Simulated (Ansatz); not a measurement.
Cost and result for the atomization energy of `C[SiH2][Al]([F])[Cl]` (10 atoms, 9 bonds).

```csv
atom,x (Å),y (Å),z (Å)
C1,-0.0978,0.4596,-1.5958
Si2,0.7113,-0.3290,-0.0971
Al3,-0.6528,-0.1673,1.9155
F4,-2.1149,0.5927,1.8874
Cl5,-0.0641,-0.9644,3.7587
H6,-0.2874,1.5207,-1.4224
H7,0.5479,0.3651,-2.4716
H8,-1.0524,-0.0201,-1.8203
H9,0.9856,-1.7734,-0.3461
H10,2.0245,0.3160,0.1916
```

The species carries charge 0 and has multiplicity 1. All single points use the PBE0-D4/def2-TZVP geometry. It is one conformer, not always the lowest. Program: Ansatz. All runs use 4 threads of an Arm Neoverse V1 on a shared host. Times are those of one run each, without the atoms' runs, and a repeat can differ threefold. Electronic energies, without spin–orbit coupling; frozen cores. CCSD(T)/CBS adds CCSD(T) − MP2 in def2-TZVPP to the MP2 limit, and its time is that of the two runs behind it. T1 = 0.012. B3LYP takes the VWN-RPA correlation (the form of Gaussian; ORCA's B3LYP/G).

CCSD(T)/CBS is a level of theory with its own doubt, some kJ/mol a heavy atom from the limit and from the frozen cores, so smaller differences don't rank the functionals.

| level | functions | wall time | atomization (kJ/mol) | difference from CCSD(T)/CBS | per bond |
| --- | --- | --- | --- | --- | --- |
| PBE-D4/def2-TZVPP (with forces) | 258 | 2.8 s | 3505.8 | -0.3 | 0.0 |
| PBE0-D4/def2-TZVPP | 258 | 3.6 s | 3472.7 | -33.4 | -3.7 |
| r2SCAN-D4/def2-TZVPP (with forces) | 258 | 5.5 s | 3509.5 | 3.4 | 0.4 |
| B3LYP-D4/def2-TZVPP (with forces) | 258 | 5.5 s | 3472.2 | -33.9 | -3.8 |
| B2PLYP/def2-TZVPP | 258 | 6 s | 3447.2 | -58.9 | -6.5 |
| ωB97X-V/def2-TZVPP | 258 | 9.5 s | 3510.1 | 4.0 | 0.5 |
| ωB97M-V/def2-TZVPP (with forces) | 258 | 14 s | 3497.1 | -9.0 | -1.0 |
| MP2/def2-QZVPP | 474 | 21 s | 3521.9 | 15.8 | 1.8 |
| CCSD(T)/def2-TZVPP | 258 | 2.5 min | 3413.2 | -92.9 | -10.3 |
| CCSD(T)/CBS(def2) | – | 2.9 min | 3506.1 | 0.0 | 0.0 |

In def2-TZVPP, CCSD(T) changes the Hartree–Fock value by +728.4 kJ/mol (the triples alone add +41.9 kJ/mol) and MP2 by +781.3 kJ/mol; breaking electron pairs costs correlation energy, which Hartree–Fock lacks. The D4 term adds +34.1 kJ/mol with B3LYP and +18.1 kJ/mol with PBE0; it sums over pairs of atoms, weighted by their polarisabilities, and B3LYP, whose exchange is more repulsive, gets the larger term. From PBE to PBE0 (25 % exact exchange), in def2-TZVPP and without D4, the atomization energy moves by −30.2 kJ/mol: exact exchange takes away binding that semilocal exchange gives to molecules.
